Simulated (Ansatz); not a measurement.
Born–Oppenheimer molecular dynamics of BrCl$_{3}$H$_{3}$NTi (9 atoms, charge 0, multiplicity 1). It starts at the highest image of a converged band, a first-order saddle point between two minima.

Theory: RKS PBE/def2-SVP (Ansatz 0.2.0).

* ensemble: NVE (velocity Verlet)
* time step: 0.5 fs
* steps asked: 200
* starting velocities drawn for: 100 K
* seed: 3847

First frame:

```xyz
9
Properties=species:S:1:pos:R:3
Ti 0.022 -0.002 0.084
N 0.122 -0.165 2.037
H -0.752 -0.331 2.559
H 0.692 0.522 2.553
Cl 1.982 0.368 -0.784
Cl -1.098 1.853 -0.209
Cl -1.219 -1.562 -0.786
Br 1.640 -2.696 1.532
H 0.834 -1.360 2.014
```

(1) How far do the bonds stretch over the last three quarters of this one trajectory? (Pairs bonded in most of those frames.)

Answers

(1) 
| bond | mean (Å) | spread (Å) | shortest | longest |
| --- | --- | --- | --- | --- |
| Ti1–N2 | 1.896 | 0.021 | 1.86 | 1.93 |
| Ti1–Cl5 | 2.184 | 0.013 | 2.17 | 2.20 |
| Ti1–Cl6 | 2.183 | 0.028 | 2.14 | 2.22 |
| Ti1–Cl7 | 2.181 | 0.010 | 2.17 | 2.20 |
| N2–H3 | 1.030 | 0.010 | 1.01 | 1.05 |
| N2–H4 | 1.030 | 0.008 | 1.02 | 1.04 |
| Br8–H9 | 1.487 | 0.026 | 1.44 | 1.54 |

Mean temperature of the second half: 154 K. The conserved energy stayed within 0.022 meV per atom of its start (net change 0.016 meV per atom), so the integration is sound. The kinetic energy rose, since the run started high on the potential surface and went downhill. It ends in pieces (BrH + Cl3H2NTi), so much of that is their flight and rotation, not heat. A run of 0.1 ps of so small a system gives no equilibrium averages. The orbitals stay closed-shell, which can raise the energy where a bond breaks towards radicals; this wasn't checked here.

Time of the run: 7 min on 4 threads of Arm Neoverse V2, on a shared host, peak memory 0.25 GiB.
